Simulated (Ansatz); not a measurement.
```yaml
crystal:
  periodic: [false, false, false]
  atoms:
    - {symbol: B, position_ang: [-0.832223, -0.504704, 0.050179]}
    - {symbol: B, position_ang: [-0.807876, 1.032431, 0.036619]}
    - {symbol: B, position_ang: [0.688365, 0.688506, -0.044143]}
    - {symbol: Si, position_ang: [0.951735, -1.216243, -0.042655]}
basis:
  gaussian: {orbitals: cc-pVTZ-DK}
total_charge: 1
hamiltonian: {xc: {name: BHLYP}, pseudopotentials: {relativity: none}}
scf: {omitted_lower_state_checks: [starts]}
```

```sh
$ ansatz run in.yaml --threads 4 --pin off --events-out ev --progress --plain --max-ram 3916MiB
```

Shortened log:

```
Functional definition: BHLYP
1016 factors; their error is unknown
mean field evaluation 1: about -9876.4375 eV, gradient 5.5e1 eV
mean field evaluation 2: about -9848.6335 eV, gradient 9.8e1 eV
mean field evaluation 4: about -9886.2124 eV, gradient 1.3e1 eV
mean field evaluation 8: about -9886.9043 eV, gradient 1.4e-1 eV
mean field evaluation 16: about -9886.9961 eV, gradient 4.8e-4 eV
mean field -9886.99611796 eV, -363.3404056885 hartree, gradient 2.1e-5 eV, S^2 0.000000; 0 other end points of the search recorded, 0 dependent functions left out
reference -9886.99626155 eV, -363.3404109651 hartree; 14, 14 occupied and 110, 110 virtual orbitals, 1016 factors
WARN: the results are in doubt because the basis set is contracted for relativity, which is off
Total energy: -9886.99626155 eV, -363.3404109651 hartree
In doubt: the basis set is contracted for relativity, which is off
Checks for a lower state left out: starts
```

Run time 0.85 s (4 threads of Arm Neoverse V1 on a shared host).

DK, ANO-RCC and x2c sets are all-electron and run with scalar relativity unless a key says otherwise. The program marks the result for the charge 1 singlet as doubtful (missing relativity). The restricted singlet is unstable towards broken spin symmetry in Hartree–Fock (as tested in another run); at RKS BHLYP/cc-pVTZ-DK this wasn't settled.
